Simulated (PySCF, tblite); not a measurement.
Compound: C4H4N2OS.
Geometry (GFN2-xTB, Å), atoms numbered from 1 in this order:
```xyz
12
C4H4N2OS angstrom
C     -1.8296   -0.5019    0.2786
C     -0.8092    0.5963    0.2333
O     -1.0514    1.7625    0.4362
C      0.5603    0.1378   -0.0891
C      1.6801    0.9421   -0.1976
S      3.0103   -0.0376   -0.5809
N      2.0471   -1.4013   -0.5770
N      0.8511   -1.1612   -0.3161
H     -1.5317   -1.2418    1.0182
H     -2.8061   -0.0947    0.5248
H     -1.8630   -1.0034   -0.6862
H      1.7435    2.0026   -0.0702
```

Level of theory: wB97X-D/def2-SVPD in PySCF (dipole) on a GFN2-xTB geometry, gas phase.

Take the most abundant isotopes and a rigid rotor. The values belong to one conformer with, in the numbering `[CH3:1][C:2](=[O:3])[c:4]1[cH:5][s:6][n:7][n:8]1`, C1–C2–C4–C5 180°.

Question: Give the principal moments of inertia and the rotational constants in MHz.

Answer: Ia = 110.53, Ib = 415.22, Ic = 522.65 u·Å²; 505379 MHz·u·Å²/I gives A = 4572, B = 1217, C = 967.0 MHz.

Question: What kind of rotor is it?

Answer: An asymmetric top; Ray's κ = -0.861.

Question: Is it planar, by Δ = Ic − Ia − Ib?

Answer: Not planar: Δ = Ic − Ia − Ib = -3.10 u·Å². For a rigid frame Δ = −2 Σ m c², so Σ m c² = 1.55 u·Å² lies off the ab plane, practically all of it from hydrogen. The atom farthest from that plane is 0.88 Å away.

Question: Which lines would a microwave search look for?

Answer: The dipole components are |μa| = 1.07 D, |μb| = 0.70 D, |μc| = 0.00 D; the mirror of this Cs structure is the ab plane, so μc vanishes by symmetry (the 0.01 D computed is a residue) and there are no c-type lines. Intensities carry the squares of the components, which stand as 1.00 : 0.42 (a : b). Some lines, for components of 0.1 D or more:

| type | branch | J(Ka,Kc) | MHz | lower level (cm⁻¹) |
| --- | --- | --- | --- | --- |
| a | R | 1(0,1) ← 0(0,0) | 2184 | 0.000 |
| a | Q | 4(1,3) ← 4(1,4) | 2499 | 0.802 |
| b | R | 3(0,3) ← 2(1,2) | 3380 | 0.322 |
| a | R | 2(1,2) ← 1(1,1) | 4118 | 0.185 |
| b | Q | 3(1,2) ← 3(0,3) | 4289 | 0.435 |
| a | R | 2(1,1) ← 1(1,0) | 4618 | 0.193 |
| b | Q | 4(1,3) ← 4(0,4) | 4894 | 0.722 |
| a | R | 3(1,3) ← 2(1,2) | 6169 | 0.322 |
| a | R | 3(0,3) ← 2(0,2) | 6499 | 0.218 |
| a | R | 3(2,2) ← 2(2,1) | 6552 | 0.683 |
| a | R | 3(2,1) ← 2(2,0) | 6606 | 0.683 |
| a | R | 3(1,2) ← 2(1,1) | 6919 | 0.347 |
| a | R | 4(1,4) ← 3(1,3) | 8210 | 0.528 |
| a | R | 4(3,1) ← 3(3,0) | 8765 | 1.482 |
| a | R | 4(2,2) ← 3(2,1) | 8858 | 0.904 |
| b | Q | 3(2,1) ← 3(1,2) | 9766 | 0.578 |
| b | Q | 2(2,0) ← 2(1,1) | 10079 | 0.347 |
| b | R | 4(1,4) ← 3(0,3) | 10999 | 0.435 |
| b | Q | 3(2,2) ← 3(1,3) | 11200 | 0.528 |
| b | Q | 4(2,3) ← 4(1,4) | 11715 | 0.802 |
| b | R | 2(2,0) ← 1(1,1) | 14948 | 0.185 |
| b | R | 3(2,2) ← 2(1,1) | 16618 | 0.347 |
| b | Q | 4(3,1) ← 4(2,2) | 17250 | 1.199 |
| b | Q | 3(3,0) ← 3(2,1) | 17344 | 0.904 |
| b | R | 3(2,1) ← 2(1,2) | 17436 | 0.322 |
| b | R | 4(2,2) ← 3(1,3) | 20125 | 0.528 |
| b | R | 4(3,2) ← 3(2,1) | 26105 | 0.904 |
| b | R | 4(4,1) ← 3(3,0) | 33101 | 1.482 |

Its GFN2-xTB frequencies are all real (lowest 49 cm⁻¹). No vibrational averaging or centrifugal distortion is included, and the geometry carries the error of its method. A rigid rotor knows nothing of internal rotation, which can split or shift real lines. Quadrupole hyperfine structure (14N) is left out.
